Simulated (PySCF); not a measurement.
ClFZn (SMILES [F][Zn][Cl]), singlet, geometry from GFN2-xTB (such geometries of metal compounds can be far from the true shape).

Input for PySCF:
```python
from pyscf import gto, scf, dft, tdscf

mol = gto.M(
    atom='''
Zn    0.454175   -0.296905    0.129084
F     1.282437    0.285488   -1.263989
Cl   -1.480423    0.372809    0.441376
''',
    basis='6-31g',
    charge=0,
    spin=0,
    verbose=4,
)

mf = dft.RKS(mol)
mf.xc = 'wb97x'
mf.kernel()
td = mf.TDDFT()
td.nstates = 5
td.kernel()
td.analyze()
```

**Question.** What does this run give for the HOMO energy, HOMO-LUMO gap, total energy, excitation energies found?

**Answer.** 
- HOMO energy = -11.22 eV
- HOMO-LUMO gap = 9.83 eV
- total energy = -2339.1223 Eh
- excitation energies found = 4.45, 4.73, 5.41, 5.52, 6.19 eV

**Question.** Roughly what does it cost on one core?

**Answer.** very roughly 40 core-seconds.
